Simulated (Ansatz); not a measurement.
Reaction (cleavage of the Si–B bond): `CB(N)[SiH3]` + `OC[SiH2]Cl` → `[SiH3]OC[SiH2]Cl` + `CBN`

Program: Ansatz. Geometries: PBE0-D4/def2-TZVP. ΔE: electronic, gas phase. CCSD(T)/CBS is the MP2 limit (def2-TZVPP, def2-QZVPP) plus CCSD(T) − MP2 in def2-TZVPP, frozen cores. One conformer a species, not always the lowest.

`CB(N)[SiH3]`:

Cartesian coordinates in Å:
```
C -0.416 -1.281 0.910
B -0.314 -0.045 -0.056
N -1.437 0.405 -0.744
Si 1.437 0.940 -0.339
H -0.107 -1.008 1.925
H -1.421 -1.712 0.970
H 0.272 -2.074 0.598
H -1.431 1.189 -1.374
H -2.342 -0.031 -0.655
H 2.498 0.034 -0.869
H 1.960 1.509 0.938
H 1.301 2.073 -1.304
```

`OC[SiH2]Cl`:

Z-matrix (Å, degrees):
```
C
Si 1 1.882
O 1 1.416 2 112.1
H 1 1.100 2 110.1 3 -125.4
H 1 1.095 2 109.0 3 118.1
Cl 2 2.067 1 106.0 3 53.7
H 2 1.484 1 112.1 3 171.6
H 2 1.481 1 112.1 3 -63.0
H 3 0.962 1 108.3 2 -54.5
```

`[SiH3]OC[SiH2]Cl`:

Z-matrix (Å, degrees):
```
Si
O 1 1.649
H 1 1.480 2 106.4
H 1 1.489 2 110.3 3 -120.2
H 1 1.489 2 110.3 3 120.2
C 2 1.420 1 121.5 3 -179.8
Si 6 1.881 2 106.6 1 -179.8
H 6 1.098 2 111.5 1 -59.6
H 6 1.098 2 111.4 1 60.0
Cl 7 2.060 6 108.0 2 -179.8
H 7 1.481 6 110.6 2 61.6
H 7 1.481 6 110.6 2 -61.3
```

`CBN`:

Z-matrix (Å, degrees):
```
C
B 1 1.568
H 1 1.095 2 110.4
H 1 1.096 2 110.3 3 116.2
H 1 1.094 2 114.3 3 -121.9
N 2 1.392 1 122.0 3 122.1
H 2 1.202 1 121.0 3 -57.9
H 6 1.005 2 123.2 1 180.0
H 6 1.007 2 123.1 1 -0.0
```

```
         level  ΔE (kJ/mol)
 HF/def2-TZVPP       -132.7
MP2/def2-QZVPP       -112.3
```

Question: What does CCSD(T)/CBS give? (An estimate is asked.)

Answer: The calculation gave: -104.0 kJ/mol. The listed levels differ from it by -28.7, -8.3 kJ/mol.

Largest T1 diagnostic among the species: 0.013.

In def2-TZVPP, CCSD(T) changes the Hartree–Fock value by +28.8 kJ/mol (the triples alone add +4.0 kJ/mol) and MP2 by +21.2 kJ/mol. From PBE to PBE0 (25 % exact exchange), in def2-TZVPP and without D4, ΔE moves by −8.1 kJ/mol.
